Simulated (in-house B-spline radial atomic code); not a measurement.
A fraction x of an electron is removed from 4d in the europium ion Eu²⁺, starting from [Xe] 4f7 and keeping the highest spin. Method: scalar-relativistic (X2C) OLYP, spin-polarised, spherical fractional occupations, Fermi nucleus of rms radius 5.1115 fm. Calculated with a radial B-spline atomic code at the basis-set limit.

```json
{"x": "0", "E(x) - E(0) (eV)": "0.0000", "4d down level (eV)": "-144.156"}
{"x": "0.11", "E(x) - E(0) (eV)": "15.9635", "4d down level (eV)": "-146.098"}
{"x": "0.14", "E(x) - E(0) (eV)": "?", "4d down level (eV)": "?"}
{"x": "0.28", "E(x) - E(0) (eV)": "41.0615", "4d down level (eV)": "-149.190"}
{"x": "0.39", "E(x) - E(0) (eV)": "57.5850", "4d down level (eV)": "-151.244"}
{"x": "0.5", "E(x) - E(0) (eV)": "74.3366", "4d down level (eV)": "-153.336"}
{"x": "0.59", "E(x) - E(0) (eV)": "88.2149", "4d down level (eV)": "-155.076"}
{"x": "0.68", "E(x) - E(0) (eV)": "102.2509", "4d down level (eV)": "-156.839"}
{"x": "0.8", "E(x) - E(0) (eV)": "121.2142", "4d down level (eV)": "-159.223"}
{"x": "0.97", "E(x) - E(0) (eV)": "?", "4d down level (eV)": "?"}
{"x": "1", "E(x) - E(0) (eV)": "153.4629", "4d down level (eV)": "-163.280"}
```

What belongs in the row x = 0.14?

An energy change of 20.3545 eV; 4d down at -146.636 eV.

What belongs in the row x = 0.97?

An energy change of 148.5737 eV; 4d down at -162.665 eV.

Check Janak's theorem between x = 0.28 and 0.39.

The slope of the energy is 150.21 eV; the orbital levels give 150.22 eV (-ε of the emptying orbital, averaged over the two points).
